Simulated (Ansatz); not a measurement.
Reaction (atomization): `CC1=C[Te][SiH2]1` → 3 C• + 6 H• + Si• + Te•

Isolated molecules relaxed with PBE0-D4/def2-TZVP in Ansatz; ΔE leaves out vibrations. CCSD(T)/CBS adds triple-zeta CCSD(T) − MP2 to the extrapolated MP2 energy (def2 sets, frozen cores). This one scheme is used for every species, atoms too. Functionals use def2-TZVPP. B3LYP here is the variant with VWN-RPA as its local correlation; programs differ in this. Open shells (•) are unrestricted, without spin–orbit coupling. Spin–orbit coupling would lower the free atoms: a little for C, Si; strongly for Te. def2 core potentials past Kr. Bonds to Te are less sure, by a few kJ/mol each and by 10 to 20 or more in all where they break to atoms, as the def2 sets lack core-valence functions.

```
             level  ΔE (eV)  difference from CCSD(T)/CBS
            PBE-D4    43.34                         0.87
         r2SCAN-D4    42.46                        -0.01
           PBE0-D4    42.67                         0.20
          B3LYP-D4    42.28                        -0.19
           ωB97X-V    42.43                        -0.04
           ωB97M-V    42.29                        -0.18
            B2PLYP    41.81                        -0.66
               PBE    43.01                         0.54
            r2SCAN    42.38                        -0.09
              PBE0    42.39                        -0.08
             B3LYP    41.75                        -0.72
     HF/def2-TZVPP    30.73                       -11.74
    MP2/def2-TZVPP    41.94                        -0.53
SCS-MP2/def2-TZVPP    41.65                        -0.82
   CCSD/def2-TZVPP    40.47                        -2.00
CCSD(T)/def2-TZVPP    41.25                        -1.22
     HF/def2-QZVPP    30.79                       -11.68
    MP2/def2-QZVPP    42.67                         0.20
SCS-MP2/def2-QZVPP    42.45                        -0.02
      HF/CBS(def2)    30.79                       -11.68
     MP2/CBS(def2)    43.17                         0.70
    CCSD/CBS(def2)    41.69                        -0.78
       CCSD(T)/CBS    42.47                            0
```

Largest T1 diagnostic among the species: 0.012.

From PBE to PBE0 (25 % exact exchange), in def2-TZVPP and without D4, ΔE moves by −0.62 eV: exact exchange takes away binding that semilocal exchange gives to molecules. The D4 term adds +0.53 eV with B3LYP and +0.28 eV with PBE0; it sums over pairs of atoms, weighted by their polarisabilities, and B3LYP, whose exchange is more repulsive, gets the larger term. In def2-TZVPP, CCSD(T) changes the Hartree–Fock value by +10.52 eV (the triples alone add +0.78 eV) and MP2 by +11.22 eV; breaking electron pairs costs correlation energy, which Hartree–Fock lacks.

For atomizations the MP2-based limit and the directly extrapolated one differ by several kJ/mol either way, and by 10 to 25 for some Ge, Se and Sn compounds, so smaller differences from it don't rank the levels.
